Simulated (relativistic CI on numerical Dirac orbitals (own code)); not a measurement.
**Electric-dipole lines of Se9+**

Computed by Dirac-Coulomb-Breit CI, separate exchange-only KLI orbitals for each configuration, a model potential for QED, unscaled Slater integrals (own radial code, finite nucleus).

Configuration list (outside the closed core [Ne]): 3s2 3p6 3d7, 3s2 3p5 3d8, 3s2 3p4 3d9, 3s2 3p6 3d6 4s, 3s 3p6 3d8, 3s2 3p6 3d6 4p, 3s2 3p6 3d5 4s2, 3s2 3p6 3d6 4d, 3p6 3d9, 3s2 3p6 3d5 4s 4p, 3s2 3p6 3d6 4f, 3s2 3p6 3d6 5s, 3s2 3p6 3d5 4p2, 3s2 3p6 3d6 5p, 3s2 3p6 3d5 4s 4d, 3s2 3p6 3d6 5d, 3s2 3p6 3d5 4p 4d, 3s2 3p5 3d7 4s, 3s 3p5 3d9, 3s2 3p6 3d6 5f, 3s2 3p6 3d6 6s, 3s2 3p6 3d6 5g, 3s2 3p6 3d6 6p, 3s2 3p6 3d6 6d, 3s2 3p5 3d7 4p, 3s2 3p6 3d5 4d2, 3s2 3p5 3d6 4s2, 3s2 3p4 3d8 4s, 3s2 3p4 3d8 4p, 3s 3p6 3d7 4s, 3s 3p6 3d6 4s2, 3s 3p5 3d8 4s, 3s2 3p5 3d7 5s. Levels of other configurations are missing.

```
λ vac (Å)                        Lower                          Upper   A (s⁻¹)  log gf  S velocity/length
   97.968     3s2 3p6 3d7 2H_11/2 [13]      3s2 3p5 3d8 2G°_9/2 [295]  2.71e+11    0.59               0.49
   98.118      3s2 3p6 3d7 2H_9/2 [14]      3s2 3p5 3d8 2G°_7/2 [297]  2.63e+11    0.48               0.50
   100.28       3s2 3p6 3d7 2G_7/2 [9]      3s2 3p5 3d8 2F°_5/2 [281]  1.49e+11    0.13               0.56
   106.13       3s2 3p6 3d7 4F_9/2 [1]  3s2 3p6 3d6 4p 4G°_11/2 [137]  3.69e+10   -0.13               0.88
   107.44       3s2 3p6 3d7 4F_9/2 [1]      3s2 3p5 3d8 4D°_7/2 [130]  1.38e+11    0.28               0.69
   108.06       3s2 3p6 3d7 4F_7/2 [2]      3s2 3p5 3d8 4D°_7/2 [130]  6.23e+10   -0.06               0.75
   108.41       3s2 3p6 3d7 4F_7/2 [2]      3s2 3p5 3d8 4D°_5/2 [128]  1.11e+11    0.07               0.67
   110.85       3s2 3p6 3d7 4F_7/2 [2]      3s2 3p5 3d8 4P°_5/2 [111]  8.30e+10   -0.04               0.73
   111.05       3s2 3p6 3d7 4F_9/2 [1]      3s2 3p5 3d8 2G°_9/2 [102]  3.70e+10   -0.16               0.81
   111.34      3s2 3p6 3d7 2H_9/2 [14]      3s2 3p5 3d8 2H°_9/2 [161]  1.31e+11    0.39               0.75
   112.15      3s2 3p6 3d7 2D_5/2 [12]      3s2 3p5 3d8 2P°_3/2 [138]  2.07e+11    0.19               0.73
   112.83       3s2 3p6 3d7 4F_7/2 [2]       3s2 3p5 3d8 4F°_5/2 [99]  8.67e+10    0.00               0.75
   112.89       3s2 3p6 3d7 4F_9/2 [1]       3s2 3p5 3d8 4F°_7/2 [91]  1.08e+11    0.22               0.73
   113.58       3s2 3p6 3d7 4F_7/2 [2]       3s2 3p5 3d8 4F°_7/2 [91]  7.01e+10    0.04               0.81
   114.31       3s2 3p6 3d7 4F_9/2 [1]       3s2 3p5 3d8 4F°_9/2 [85]  1.53e+11    0.48               0.78
   115.98       3s2 3p6 3d7 2G_9/2 [7]      3s2 3p5 3d8 2G°_9/2 [102]  1.03e+11    0.32               0.76
   116.03     3s2 3p6 3d7 2H_11/2 [13]     3s2 3p5 3d8 2H°_11/2 [119]  9.52e+10    0.36               0.71
   116.16       3s2 3p6 3d7 2G_7/2 [9]      3s2 3p5 3d8 2G°_7/2 [108]  1.08e+11    0.24               0.76
   611.63   3s2 3p6 3d6 4s 6D_9/2 [20]  3s2 3p6 3d6 4p 6F°_11/2 [109]  4.63e+09    0.49               1.09
   627.70  3s2 3p6 3d6 4s 4H_13/2 [32]  3s2 3p6 3d6 4p 4I°_15/2 [157]  4.38e+09    0.62               1.32
```

Terms are leading LS components. Brackets give the number of a level in order of energy, since labels repeat. The list gives strong lines, with weight on those to low levels, among the lowest 400 of 9961 levels, so that lines to higher ones, which can be the strongest, are missing. Levels whose partners in the same complex of configurations lie outside the list can be far off, and so can their lines. Rates are taken at the computed energies, electric ones in the length gauge. A velocity-to-length ratio far from 1 marks an uncertain rate.

At this charge energies of transitions that change n are usually good to better than 1 %, and those within a shell (Δn = 0) to a few per cent. Terms inside the open d or f shell come out 10 to 20 % too wide with unscaled integrals.

LS names give the leading component of a level, which can be under half, so a name can repeat, a term be missing and a line seem to break the LS rules.
